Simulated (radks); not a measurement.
Species: Re. Configuration: [Xe] 4f14 5d4.75 6s2 7s0.25 (fractional occupations, a model configuration). All-electron calculation, Dirac Kohn-Sham, PBE, spin-unpolarised, spherical densities, finite nucleus; open shells are shared between the two j in proportion to 2j + 1; Fermi nuclear charge, rms radius 5.3698 fm. Program: a radial shooting solver on a logarithmic mesh with Libxc functionals.

Spin-orbit splittings of the eigenvalues, e(l+1/2) - e(l-1/2), with zeta = 2 splitting/(2l+1) and mean radii in bohr:

| shell | occ. | splitting (eV) | zeta (eV) | <r> j=l-1/2 | <r> j=l+1/2 |
|---|---|---|---|---|---|
| 2p | 6 | 1440 | 959.7 | 0.06246 | 0.07054 |
| 3p | 6 | 312.6 | 208.4 | 0.1870 | 0.2019 |
| 3d | 10 | 67.87 | 27.15 | 0.1765 | 0.1811 |
| 4p | 6 | 72.93 | 48.62 | 0.4450 | 0.4784 |
| 4d | 10 | 13.48 | 5.390 | 0.4934 | 0.5048 |
| 4f | 14 | ? | ? | 0.5760 | 0.5848 |
| 5p | 6 | 11.00 | 7.333 | 1.136 | 1.238 |
| 5d | 4.75 | 0.9103 | 0.3641 | 1.846 | 1.927 |
| 6p | 0 | 0.6011 | 0.4007 | 4.124 | 4.710 |

Estimate the 4f splitting.

Answer. 2.512 eV (zeta = 0.7177 eV).
